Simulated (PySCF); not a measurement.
Spinor energies of Kr²⁺ (krypton, charge +2)

Start: [Ar] 3d10 4s2 4p4; 4p1/2 filled at m_j = -1/2, +1/2; 4p3/2 filled at m_j = +1/2, +3/2. Calculated with PySCF 2.14 in x2c-QZVPPall-2c: generalised Hartree-Fock with the X2C-1e Hamiltonian and a Gaussian nucleus; one run each with spin-orbit coupling (SO) switched off, then screened by Boettger's factors.

```csv
spinor shell,electrons,"ε, spin-free (eV)","ε, screened SO (eV)",weight of nominal j (screened SO),"rms radius, screened SO (bohr)"
1s1/2,2,-14430.9,-14430.4,1.000,0.0478
2s1/2,2,-1986.3,-1986.1,1.000,0.199
2p1/2,2,-1753.7,-1790.8,1.000,0.174
3s1/2,2,-330.78,-330.67,1.000,0.565
3p1/2,2,-254.20,-260.04,0.999,0.574
3p3/2,4,-254.20,-251.28,0.999,0.585
3d3/2,4,-127.39,-128.20,0.982,0.609
3d5/2,6,-127.39,-126.68,0.988,0.611
4s1/2,2,-54.043,-54.004,0.999,1.62
4p3/2,2,-37.134,-37.827,0.809,1.86
4p1/2,2,-37.134,-36.530,0.724,1.86
```

Task: Where does 2p3/2 lie, and what is the 2p spin-orbit splitting (screened SO)?

Result: At -1735.9 eV, 54.910 eV above 2p1/2.

| quantity | spin-free | screened SO |
| --- | --- | --- |
| E (hartree) | -2786.84413 | -2787.03069 |
| M_J | 2 | 2 |
| ⟨J²⟩ | 6.010 | 6.018 |
| ⟨L²⟩ | 2.008 | 2.156 |
| ⟨S²⟩ | 2.003 | 1.935 |

Each row is a mean over spinors that exchange with the open shell spreads, by up to 6.592 eV (4s1/2).

Rows whose weight is well below 1 are mixtures of j = l ± 1/2: exchange outweighs spin-orbit coupling there, and the label is only the starting occupation.

Without spin-orbit coupling the j labels of p, d and f shells carry no meaning; the spin-free column gives the mean over the occupied spinors of each nl shell.
